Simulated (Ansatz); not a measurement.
Ideal-gas functions of ClH$_{4}$MoN$_{3}$, SMILES `[NH]=[Mo](=[NH])([NH2])[Cl]` at 298.15 K and 1 bar, from an Ansatz frequency run at PBE0-D4/def2-TZVP.

Molar mass 177.45 g/mol, point group Cs (symmetry number 1), electronic degeneracy 1, moments of inertia 141.622, 259.564, 268.633 u Å². Harmonic wavenumbers (cm⁻¹, unscaled): 156, 183, 226, 238, 282, 331, 402, 410, 484, 587, 613, 708, 716, 733, 1002, 1034, 1542, 3581, 3615, 3618, 3688.

Use S(trans) = R[1.5 ln M + 2.5 ln T − 1.1517]; rotational temperatures θ = 24.2544 K / I; S(rot) = R[ln(√π/σ · √(T³/θAθBθC)) + 1.5]; for each mode x = 1.438777 ν̃/T, S = R[x/(eˣ − 1) − ln(1 − e⁻ˣ)] and H = RT x/(eˣ − 1); 1 cm⁻¹ = 0.0119627 kJ/mol; R = 8.31446 J/(mol·K).

By hand: the entropy, in J/(mol·K).

Translation 173.4. Rotation: θ = 0.1713, 0.0934, 0.0903 K, giving 115.5. Vibration, mode by mode: 10.87, 9.61, 7.99, 7.61, 6.37, 5.25, 4.00, 3.88, 2.93, 1.98, 1.79, 1.24, 1.20, 1.13, 0.39, 0.34, 0.04, 0.00, 0.00, 0.00, 0.00, in all 66.6. Electronic 0.0. Sum 355.5 J/(mol·K).

By hand: H − E and G − E in kJ/mol, counted from the electronic energy.

Zero-point energy ½ × 24149 × 0.0119627 = 144.4; thermal vibration 12.1; translation, rotation and pV give 4 RT = 9.9. H − E = 166.4 kJ/mol, and G − E = 166.4 − 298.15 × 355.5/1000 = 60.4 kJ/mol.

Vibration gives 19 % of the entropy. The sum counts one conformer and one mirror image; others add a mixing term.
